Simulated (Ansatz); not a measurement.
```yaml
crystal:
  periodic: [false, false, false]
  atoms:
    - {symbol: N, position_ang: [-2.577516, -1.739418, 0.525756]}
    - {symbol: Si, position_ang: [-1.554701, -0.548891, -0.149047]}
    - {symbol: S, position_ang: [0.205963, -0.216248, 1.065000]}
    - {symbol: Si, position_ang: [1.465033, 0.611960, -0.416546]}
    - {symbol: N, position_ang: [2.680970, 1.472706, 0.380583]}
    - {symbol: F, position_ang: [0.537707, 1.503388, -1.379042]}
    - {symbol: H, position_ang: [-2.263052, -2.692510, 0.613309]}
    - {symbol: H, position_ang: [-3.198943, -1.492465, 1.279028]}
    - {symbol: H, position_ang: [-2.337732, 0.704023, -0.229299]}
    - {symbol: H, position_ang: [-1.089689, -0.998893, -1.482540]}
    - {symbol: H, position_ang: [2.097160, -0.376021, -1.314490]}
    - {symbol: H, position_ang: [3.560298, 1.685258, -0.059371]}
    - {symbol: H, position_ang: [2.494800, 2.052312, 1.181361]}
basis:
  gaussian: {orbitals: def2-mTZVP}
total_charge: 1
magnetization: {spin_polarized: true, initial_magnetization: 1}
hamiltonian: {xc: {name: HF}}
correlation: {method: mp2, frozen_orbitals: {N: 9}}
accuracy: high
output: {forces: true}
```

```sh
$ ansatz run in.yaml --threads 2 --pin off --events-out ev --progress --plain --max-ram 20480MiB --backend cpu
```

Output, abridged:

```
Functional definition: HF
Error: "frozen_orbitals" has no count for Si
```

(1) What is wrong with this run?

## Answers

(1) Frozen orbitals are typed for one element alone, and the program wants a count for each. The program refused the input.
